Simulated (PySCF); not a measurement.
Te(SH)2 (H2S2Te), SMILES S[Te]S.

Geometry: B3LYP-D3(BJ)/def2-SVP. The def2 effective core potentials stand for the cores of Te; spin–orbit coupling is left out. The values are those of a single conformer.

Level of theory: ωB97X/def2-TZVPD (PySCF).

Symmetry labels are those of the subgroup C2 that the program uses (full group C2).

Computed valence orbital energies around the gap with their symmetry:
```csv
orbital,symmetry,energy (eV)
HOMO−7,A,-19.61
HOMO−6,B,-14.54
HOMO−5,A,-13.83
HOMO−4,B,-12.29
HOMO−3,A,-11.77
HOMO−2,A,-10.03
HOMO−1,B,-9.88
HOMO,B,-9.01
LUMO,A,-0.23
LUMO+1,B,0.06
LUMO+2,A,1.36
LUMO+3,B,1.55
```
